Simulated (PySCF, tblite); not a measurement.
The geometries are computed with GFN2-xTB (gas phase). One conformer each, none proved a minimum here. Atom numbers follow the mapped SMILES.

Question: Rank these C–O bonds from shortest to longest.
A. C1–O2 in `[CH3:1][O:2][CH2:3][C:4]([CH3:5])([CH3:6])[C:7](=[O:8])[Cl:9]` with C1–O2–C3–C4 180°, O2–C3–C4–C5 61°, C3–C4–C7–O8 0°
B. O2–C3 in `[CH3:1][O:2][c:3]1[cH:4][n:5]([CH3:6])[n:7][n:8]1` with C1–O2–C3–C4 -179°
C. C3–O4 in `[CH:1]#[C:2][C:3](=[O:4])[C:5]([CH3:6])([CH3:7])[CH2:8][F:9]` with C2–C3–C5–C6 -60°, C3–C5–C8–F9 180°

Answer: C (1.207 Å), B (1.342 Å), A (1.403 Å).

- 1.207 Å: drawn double, ketone carbonyl carbon to ketone oxygen
- 1.342 Å: drawn single, aryl ether oxygen to aromatic carbon bearing oxygen
- 1.403 Å: drawn single, methoxy carbon to ether oxygen

Question: Rank these C–S bonds from shortest to longest.
A. C6–S7 in `[F:1][CH2:2][C@H:3]1[CH2:4][CH2:5][C:6](=[S:7])[CH2:8]1` with F1–C2–C3–C4 -59°, C2–C3–C4–C5 160°, C3–C4–C5–C6 -30°, C4–C5–C6–S7 -170°, C5–C6–C8–C3 13°
B. C1–S2 in `[CH3:1][S:2][C@H:3]([CH3:4])[C:5]#[C:6][CH2:7][F:8]` with C1–S2–C3–C4 65°
C. S2–C4 in `[CH3:1][S@@:2](=[O:3])[C@H:4]([F:5])[CH:6]([F:7])[F:8]` with C1–S2–C4–F5 52°, S2–C4–C6–F7 87°

Answer: A (1.618 Å), B (1.814 Å), C (1.909 Å).

- 1.618 Å: drawn double, thiocarbonyl carbon to thiocarbonyl sulfur
- 1.814 Å: drawn single, S-methyl carbon to sulfide sulfur
- 1.909 Å: drawn single, sulfinyl sulfur to sp3 C–F carbon

Question: Order these C–C–O angles, narrowest first.
A. O2–C3–C4 in `[CH3:1][O:2][CH2:3][C:4]([CH3:5])([CH3:6])[C:7](=[O:8])[Cl:9]` with C1–O2–C3–C4 180°, O2–C3–C4–C5 61°, C3–C4–C7–O8 0°
B. O4–C3–C5 in `[CH:1]#[C:2][C:3](=[O:4])[C:5]([CH3:6])([CH3:7])[CH2:8][F:9]` with C2–C3–C5–C6 -60°, C3–C5–C8–F9 180°
C. O2–C3–C4 in `[CH3:1][O:2][c:3]1[cH:4][n:5]([CH3:6])[n:7][n:8]1` with C1–O2–C3–C4 -179°

Answer: A (109.0°), B (123.9°), C (127.1°).
